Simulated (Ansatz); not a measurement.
A short molecular-dynamics run on the cluster ZrS2 (the lowest singlet isomer of a short search).

```yaml
crystal:
  periodic: [false, false, false]
  atoms:
    - {symbol: Zr, position_ang: [0.381780, -0.228279, 1.339781]}
    - {symbol: S, position_ang: [0.205591, -0.816118, -0.941375]}
    - {symbol: S, position_ang: [-0.587371, 1.044397, -0.398407]}
basis:
  gaussian: {orbitals: def2-SVP}
hamiltonian: {xc: {name: BLYP}, dispersion: d3bjatm}
md: {timestep: 0.5 fs, n_steps: 15, ensemble: nvt_langevin, temperature: 1000, initial_velocities: maxwell_boltzmann, friction: 0.01, seed: 8}
scf: {omitted_lower_state_checks: [starts]}
```

```sh
$ ansatz run in.yaml --threads 4 --pin off --events-out ev --progress --plain --max-ram 3916MiB
```

```tsv
step	time (fs)	potential energy (eV)	kinetic (eV)	T (K)
0	0.0	-22943.0354	0.2585	667
1	0.5	-22943.0404	0.2667	688
2	1.0	-22943.0446	0.2659	686
3	1.5	-22943.0481	0.2577	665
4	2.0	-22943.0511	0.2795	721
5	2.5	-22943.0535	0.2996	773
6	3.0	-22943.0555	0.3339	861
7	3.5	-22943.0574	0.3648	941
8	4.0	-22943.0587	0.3517	907
9	4.5	-22943.0594	0.3438	887
10	5.0	-22943.0597	0.3169	817
11	5.5	-22943.0595	0.3010	776
12	6.0	-22943.0588	0.3352	864
13	6.5	-22943.0576	0.3597	928
14	7.0	-22943.0557	0.3782	975
15	7.5	-22943.0531	0.3712	957
```

Velocities are drawn at the set temperature; a run this short doesn't reach equilibrium. Under Langevin dynamics the printed temperature counts 3N degrees of freedom, so it starts below the set value.

In the def2 sets Zr takes a core potential; there is no spin–orbit coupling. The restricted singlet is unstable towards broken spin symmetry at other levels; at RKS BLYP-D3(BJ)-ATM/def2-SVP this wasn't settled.

Frames (Å, forces in eV/Å):

```xyz
3
time=0.0 fs
Zr    0.382   -0.228    1.340    0.138   -0.083    0.485
S     0.206   -0.816   -0.941    0.253   -0.714   -0.463
S    -0.587    1.044   -0.398   -0.391    0.797   -0.022
3
time=0.5 fs
Zr    0.381   -0.229    1.340    0.134   -0.086    0.458
S     0.207   -0.817   -0.944    0.220   -0.627   -0.418
S    -0.587    1.048   -0.396   -0.354    0.713   -0.040
3
time=1.0 fs
Zr    0.380   -0.231    1.340    0.129   -0.090    0.429
S     0.209   -0.818   -0.947    0.190   -0.545   -0.373
S    -0.587    1.052   -0.393   -0.319    0.634   -0.057
3
time=1.5 fs
Zr    0.379   -0.232    1.340    0.125   -0.094    0.402
S     0.211   -0.819   -0.949    0.162   -0.469   -0.329
S    -0.587    1.056   -0.390   -0.287    0.563   -0.073
3
time=2.0 fs
Zr    0.378   -0.233    1.340    0.122   -0.100    0.374
S     0.212   -0.819   -0.952    0.135   -0.395   -0.284
S    -0.587    1.059   -0.387   -0.257    0.495   -0.089
3
time=2.5 fs
Zr    0.377   -0.235    1.340    0.119   -0.105    0.351
S     0.213   -0.820   -0.955    0.109   -0.323   -0.244
S    -0.587    1.062   -0.383   -0.228    0.429   -0.107
3
time=3.0 fs
Zr    0.376   -0.236    1.339    0.116   -0.109    0.327
S     0.214   -0.820   -0.958    0.082   -0.251   -0.204
S    -0.587    1.066   -0.380   -0.198    0.360   -0.123
3
time=3.5 fs
Zr    0.375   -0.238    1.339    0.109   -0.108    0.295
S     0.215   -0.821   -0.961    0.054   -0.174   -0.160
S    -0.588    1.071   -0.377   -0.162    0.282   -0.135
3
time=4.0 fs
Zr    0.374   -0.240    1.339    0.100   -0.105    0.261
S     0.217   -0.821   -0.964    0.026   -0.099   -0.117
S    -0.589    1.075   -0.374   -0.126    0.204   -0.144
3
time=4.5 fs
Zr    0.372   -0.242    1.339    0.092   -0.100    0.231
S     0.218   -0.821   -0.967   -0.001   -0.029   -0.079
S    -0.590    1.080   -0.371   -0.091    0.129   -0.152
3
time=5.0 fs
Zr    0.371   -0.243    1.339    0.083   -0.094    0.200
S     0.220   -0.822   -0.969   -0.027    0.039   -0.043
S    -0.591    1.084   -0.368   -0.056    0.056   -0.157
3
time=5.5 fs
Zr    0.370   -0.245    1.338    0.073   -0.087    0.165
S     0.222   -0.822   -0.972   -0.051    0.102   -0.005
S    -0.592    1.088   -0.366   -0.022   -0.015   -0.160
3
time=6.0 fs
Zr    0.369   -0.247    1.338    0.062   -0.081    0.126
S     0.224   -0.822   -0.975   -0.073    0.164    0.036
S    -0.593    1.093   -0.364    0.011   -0.083   -0.162
3
time=6.5 fs
Zr    0.368   -0.249    1.338    0.049   -0.072    0.079
S     0.226   -0.822   -0.978   -0.095    0.227    0.081
S    -0.594    1.097   -0.362    0.046   -0.155   -0.160
3
time=7.0 fs
Zr    0.366   -0.250    1.339    0.034   -0.062    0.025
S     0.228   -0.822   -0.982   -0.119    0.294    0.132
S    -0.595    1.101   -0.360    0.085   -0.232   -0.157
3
time=7.5 fs
Zr    0.365   -0.252    1.339    0.019   -0.051   -0.032
S     0.231   -0.823   -0.985   -0.142    0.359    0.184
S    -0.597    1.105   -0.358    0.123   -0.308   -0.152
```

It took 10 s on 4 threads of Arm Neoverse V2 on a shared host.
